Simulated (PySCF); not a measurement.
SMILES Br[SiH2][SiH2]Br (H4Br2Si2), PBE0/def2-SVP optimised geometry.

```
8

Br     1.83    -2.14     0.01
Si     1.17     0.00     0.00
Si    -1.17     0.00     0.00
Br    -1.83     2.14     0.00
H      1.71     0.66    -1.22
H      1.71     0.67     1.22
H     -1.71    -0.67    -1.22
H     -1.71    -0.67     1.22
```

Density from PBE0/def2-TZVP (PySCF 2.14.0) at that geometry.

Minimum of the electron density along straight lines between bonded atoms, close to the bond critical point (lines longer than 1.1 times the sum of covalent radii, or with two minima, are not listed):

| bond | length / Å | ρ at the minimum / e bohr⁻³ | ∇²ρ there / e bohr⁻⁵ | position (fraction from the first atom) |
|---|---|---|---|---|
| Br1–Si2 | 2.238 | 0.086 | 0.08 | 0.65 |
| Si2–Si3 | 2.341 | 0.097 | -0.17 | 0.50 |
| Si3–Br4 | 2.238 | 0.086 | 0.08 | 0.35 |
| Si2–H5 | 1.491 | 0.121 | 0.14 | 0.49 |
| Si2–H6 | 1.491 | 0.121 | 0.14 | 0.49 |
| Si3–H7 | 1.491 | 0.121 | 0.14 | 0.49 |
| Si3–H8 | 1.491 | 0.121 | 0.14 | 0.49 |
